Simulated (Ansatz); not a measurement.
A run of Ansatz (development build ahead of 0.2.0) on doublet Cl at this shape:

A single Cl atom.

Its results:

```yaml
Converged: yes
Reference_energy: -459.46848 hartree
Correlation_energy: -0.12444 hartree
Total_energy: -459.59292 hartree
Spin_squared_of_the_determinant: 0.750
```

Problem. Which input gives this output? Name the method, the orbitals and the basis set, and write the input.

Solution. ROHF-MP2 in aug-cc-pVDZ.

```yaml
crystal:
  periodic: [false, false, false]
  atoms:
    - { symbol: Cl, position_ang: [0.0, 0.0, 0.0] }
basis:
  gaussian: { orbitals: aug-cc-pVDZ }
magnetization:
  initial_magnetization: 1
hamiltonian:
  xc: hf
correlation:
  method: mp2
  frozen_orbitals: { Cl: 5 }
```
